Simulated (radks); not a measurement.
Values are calculated unless marked as measured or tabulated.
Valence configurations of the erbium ion Er3+ (all share [Xe]). Code: a radial shooting solver on a logarithmic mesh with Libxc functionals. Model: scalar-relativistic Kohn-Sham, PBE, spin-polarised, spherical densities, finite nucleus; open shells are filled with parallel spins first (spin-orbit coupling, left out, can overturn this in heavy ions); Fermi nuclear charge, rms radius 5.2516 fm. Energies are relative to 4f11; eigenvalues in eV for spin up.

[
 {"valence": "4f11", "E (eV)": "0.000", "moment (Bohr magnetons)": "3", "e(4f)": "-36.534", "e(5d)": "-", "e(6p)": "-", "e(6s)": "-"},
 {"valence": "4f10.5 5d0.5", "E (eV)": "5.012", "moment (Bohr magnetons)": "4", "e(4f)": "-40.381", "e(5d)": "-26.354", "e(6p)": "-", "e(6s)": "-"},
 {"valence": "4f10 5d1", "E (eV)": "11.132", "moment (Bohr magnetons)": "5", "e(4f)": "-44.403", "e(5d)": "-27.493", "e(6p)": "-", "e(6s)": "-"},
 {"valence": "4f10 6s1", "E (eV)": "13.803", "moment (Bohr magnetons)": "5", "e(4f)": "-47.657", "e(5d)": "-", "e(6p)": "-", "e(6s)": "-26.684"},
 {"valence": "4f9.5 5d1.5", "E (eV)": "18.446", "moment (Bohr magnetons)": "6", "e(4f)": "-48.588", "e(5d)": "-28.609", "e(6p)": "-", "e(6s)": "-"},
 {"valence": "4f10 6p1", "E (eV)": "20.135", "moment (Bohr magnetons)": "5", "e(4f)": "-48.905", "e(5d)": "-", "e(6p)": "-21.038", "e(6s)": "-"},
 {"valence": "4f9 5d2", "E (eV)": "27.032", "moment (Bohr magnetons)": "7", "e(4f)": "-52.924", "e(5d)": "-29.702", "e(6p)": "-", "e(6s)": "-"},
 {"valence": "4f9 6s2", "E (eV)": "36.653", "moment (Bohr magnetons)": "5", "e(4f)": "-59.938", "e(5d)": "-", "e(6p)": "-", "e(6s)": "-28.579"},
 {"valence": "4f9 6s1 6p1", "E (eV)": "42.385", "moment (Bohr magnetons)": "7", "e(4f)": "-61.088", "e(5d)": "-", "e(6p)": "-22.996", "e(6s)": "-29.942"}
]

NIST lists [Xe] 4f11 as the ground configuration; this level of theory agrees among the configurations tried. The energies are those of spherical high-spin densities, not of single terms.
